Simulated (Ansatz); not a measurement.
Reaction (ligand exchange at the Si–F bond): `N[Si@H](F)[Si@@H](N)F` + CH₃OH → `CO[Si@@H](N)[Si@H](N)F` + H–F

Gas-phase electronic energies from Ansatz, PBE0-D4/def2-TZVP geometries. CCSD(T)/CBS is the MP2 limit (def2-TZVPP, def2-QZVPP) plus CCSD(T) − MP2 in def2-TZVPP, frozen cores. This one scheme is used for every species. DFT in def2-TZVPP. B3LYP here is the variant with VWN-RPA as its local correlation; programs differ in this. Each species was taken in one conformer, which may not be the lowest.

| level | ΔE (kJ/mol) | difference from CCSD(T)/CBS |
| --- | --- | --- |
| PBE-D4 | 41.2 | 1.4 |
| r2SCAN-D4 | 44.5 | 4.7 |
| PBE0-D4 | 40.7 | 0.9 |
| B3LYP-D4 | 42.2 | 2.4 |
| ωB97X-V | 44.5 | 4.7 |
| ωB97M-V | 43.3 | 3.5 |
| B2PLYP | 48.5 | 8.7 |
| r2SCAN | 47.2 | 7.4 |
| PBE0 | 48.1 | 8.3 |
| B3LYP | 55.0 | 15.2 |
| HF/def2-TZVPP | 58.7 | 18.9 |
| MP2/def2-TZVPP | 36.9 | -2.9 |
| SCS-MP2/def2-TZVPP | 42.3 | 2.5 |
| CCSD(T)/def2-TZVPP | 39.8 | 0.0 |
| HF/CBS(def2) | 59.9 | 20.1 |
| CCSD/CBS(def2) | 42.8 | 3.0 |
| CCSD(T)/CBS | 39.8 | 0 |

Largest T1 diagnostic among the species: 0.012.

In def2-TZVPP, CCSD(T) changes the Hartree–Fock value by −18.8 kJ/mol (the triples alone add −3.1 kJ/mol) and MP2 by −21.7 kJ/mol. The D4 term adds −12.7 kJ/mol with B3LYP and −7.5 kJ/mol with PBE0; it sums over pairs of atoms, weighted by their polarisabilities, and B3LYP, whose exchange is more repulsive, gets the larger term.
